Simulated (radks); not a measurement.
Results of a calculation; reference values are marked as such.
Q: Successive ionisation energies (eV) of one element, from differences of total energies of ions in their ground configurations, starting at charge 34: 2153.5, 2305.3, 2372.2, 5557.5, 5757.8, 5960.2, 6164.3, 6573.3, 6787.8, 7093.5, 7259.6, 30181, 30865. Level of theory: Dirac Kohn-Sham, LDA (Slater exchange, Perdew-Wang correlation), spin-unpolarised, spherical densities, finite nucleus; open shells fill j = l - 1/2 first; Fermi nuclear charge, rms radius 4.5454 fm (a radial shooting solver on a logarithmic mesh with Libxc functionals). Which element is it?

A: Silver (Z = 47). The first species listed is Ag34+ in [Ne] 3s2 3p1, the last Ag46+ in 1s1.
